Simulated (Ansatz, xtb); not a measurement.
# Ranking isomers of C4H4BrClO

7 gas-phase structures of C4H4BrClO, from a drawn sample of its isomers (lower ones may exist). Each was relaxed with GFN2-xTB; where two conformers were screened, the lower at r2SCAN-D4/def2-SVP is listed:

A. `CC(=O)/C(Br)=C\Cl`, a singlet
B. `CC(=O)/C=C(/Cl)Br`, a singlet
C. `O=C=C(CCl)CBr`, a singlet
D. `C=C(Cl)OC(=C)Br`, a singlet
E. `C/C=C(/Cl)C(=O)Br`, a singlet
F. `C[C@](Cl)(Br)C=C=O`, a singlet
G. `CC(=O)/C(Cl)=C\Br`, a singlet

Which do you expect lowest at r2SCAN-D4/def2-SVP, and how would the others follow?

Calculated order at r2SCAN-D4/def2-SVP: E (0.0), C (7.7), F (9.0), B (9.1), G (9.2), A (9.3), D (30.5) kcal/mol. Less than 1 kcal/mol parts F and B; B and G; G and A, so the order within those pairs means little.

Energies above the lowest of each column, in kcal/mol; the last columns are at B3LYP-D3(BJ)/def2-SVP geometries and were run for some of them only (a dash: not run or not comparable):

| structure | GFN2-xTB | HF/STO-3G | r2SCAN-D4/def2-SVP | B3LYP-D3(BJ)/def2-SVP | CCSD(T)/def2-SVP + ΔMP2/def2-TZVPP |
| --- | --- | --- | --- | --- | --- |
| E | 0.0 | 0.0 | 0.0 | 0.0 | 0.0 |
| C | 6.7 | 2.9 | 7.7 | 6.8 | 5.4 |
| F | 5.4 | 8.9 | 9.0 | 9.4 | – |
| B | 7.2 | 2.8 | 9.1 | 8.2 | 5.9 |
| G | 6.6 | 1.9 | 9.2 | 7.9 | 5.8 |
| A | 8.6 | 5.8 | 9.3 | 8.2 | 5.5 |
| D | 15.6 | 21.1 | 30.5 | – | – |

Every level run on E puts it lowest or level with the lowest. CCSD(T)/def2-SVP + ΔMP2/def2-TZVPP orders those it was run on as E (0.0), C (5.4), A (5.5), G (5.8), B (5.9) kcal/mol. Less than 1 kcal/mol parts C and A; A and G; G and B, so the order within those pairs means little. Some further structures that were screened fall inside this span and aren't listed. Flexible structures stand in one conformer each, not always the lowest. Frequencies (GFN2-xTB) were run for A, B, C, E, G alone. ΔMP2 is the change of the MP2 energy from the smaller to the larger basis.

Over these structures GFN2-xTB departs from r2SCAN-D4/def2-SVP by 3.3 kcal/mol on average once a common shift is removed. A GFN2-xTB relaxation took about 0.12 s and the r2SCAN-D4/def2-SVP energy about 2.3 s on a shared host (Ansatz 0.2.0, xtb 6.7.1).
